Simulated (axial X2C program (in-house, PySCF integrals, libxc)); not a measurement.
**Spin–orbit effects down a group: molecules with Be, HF**

Calculated with an in-house relativistic program for diatomic molecules, spin-free (one-electron X2C) or two-component (2c: spin–orbit coupling with atomic mean-field Coulomb and Gaunt terms, which also bring small scalar terms), in Dyall basis sets with cores contracted in-house; open shells are unrestricted.

Basis sets: Be dyall-cv3z, Br dyall-cv3z, Cl dyall-av3z, F dyall-av3z, I dyall-cv3z.

```json
{"molecule": "BeF", "spin-free state": "M_S = 1/2, Λ = 0", "Re (Å)": "1.353", "ωe (cm⁻¹)": "1306.0", "De (eV)": "4.96", "2c state": "Ω = 1/2", "Re 2c (Å)": "1.353", "ωe 2c (cm⁻¹)": "1305.9", "De 2c (eV)": "4.95"}
{"molecule": "BeCl", "spin-free state": "M_S = 1/2, Λ = 0", "Re (Å)": "1.813", "ωe (cm⁻¹)": "844.0", "De (eV)": "3.63", "2c state": "Ω = 1/2", "Re 2c (Å)": "1.813", "ωe 2c (cm⁻¹)": "843.9", "De 2c (eV)": "3.56"}
{"molecule": "BeBr", "spin-free state": "M_S = 1/2, Λ = 0", "Re (Å)": "1.969", "ωe (cm⁻¹)": "715.2", "De (eV)": "3.05", "2c state": "Ω = 1/2", "Re 2c (Å)": "1.969", "ωe 2c (cm⁻¹)": "714.3", "De 2c (eV)": "2.89"}
{"molecule": "BeI", "spin-free state": "M_S = 1/2, Λ = 0", "Re (Å)": "2.201", "ωe (cm⁻¹)": "611.9", "De (eV)": "2.35", "2c state": "Ω = 1/2", "Re 2c (Å)": "2.204", "ωe 2c (cm⁻¹)": "608.3", "De 2c (eV)": "2.05"}
```

Question: Work out the shifts from the spin-free to the two-component result.

Answer: 

```csv
molecule,2c state,ΔRe (Å),Δωe (cm⁻¹),ΔDe (eV)
BeF,Ω = 1/2,0.000,-0.1,-0.01
BeCl,Ω = 1/2,0.000,-0.1,-0.07
BeBr,Ω = 1/2,0.000,-0.9,-0.16
BeI,Ω = 1/2,0.003,-3.6,-0.30
```

Shifts of one unit in the last digit are rounding.

Each entry is the lowest single determinant of a limited PBE0 search at one distance. De goes to single-determinant-based atoms at the same level (for ions the charge split of lowest energy) and is withheld (n/a) where an atom does not fit its ground term or J level. Main or longest-lived isotopes.
